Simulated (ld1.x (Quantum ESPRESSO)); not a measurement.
## Pb (Z = 82): excitation energies, all-electron against TM semilocal

| Quantity | Value |
| --- | --- |
| Element | lead (Pb) |
| Generator | ld1.x (Quantum ESPRESSO) 7.5 |
| Type | norm-conserving Troullier–Martins (semilocal form) |
| Functional | LDA (PZ) |
| Relativity | scalar-relativistic |
| Frozen core | [Xe] 4f14 |
| Valence charge | 14 |
| Reference configuration | 5d10 6s1 6p3 |
| Partial waves | 6s (bound): rc 1.45 bohr; 6p (bound): rc 2.85 bohr; 5d (bound): rc 1.85 bohr |
| Local potential | the d channel |
| Core correction | Bessel-smoothed model core inside 1.45 bohr |

Energies are relative to the spin-unpolarised reference configuration 5d10 6s1 6p3; without spin polarisation the order of configurations can differ from experiment. Spin-polarised rows fill each open shell by Hund’s rule, majority spin first.

| valence configuration | charge | ΔE all-electron (eV) | error AE − PS (meV) |
| --- | --- | --- | --- |
| 5d10 6s2 6p1 | +1 | -1.988 | -16 |
| 5d10 6s2 6p0 | +2 | 11.774 | -46 |
| 5d9 6s2 6p2 | +1 | 18.478 | +32 |
| 5d10 6s2 6p1.5 | +0.5 | -6.211 | -7.3 |
| 5d10 6s0 6p4 | 0 | 9.213 | -12 |
| 5d10 6s1 6p0 | +3 | 44.651 | -39 |
| 5d10 6s1 6p3 (spin-polarised) | 0 | -1.861 | +13 |
| 5d10 6s2 6p2 (spin-polarised) | 0 | -9.273 | +0.8 |

**Question.** What are ΔE and the potential's error for 5d10 6s2 6p2?

**Answer.** ΔE = -8.821 eV all-electron; the error (AE − PS) is -1.3 meV.

Levels in the configuration 5d10 6s2 6p1.5:

| level | all-electron (eV) | pseudo (eV) |
| --- | --- | --- |
| 5d | -24.959 | -24.940 |
| 6s | -15.798 | -15.801 |
| 6p | -6.788 | -6.799 |
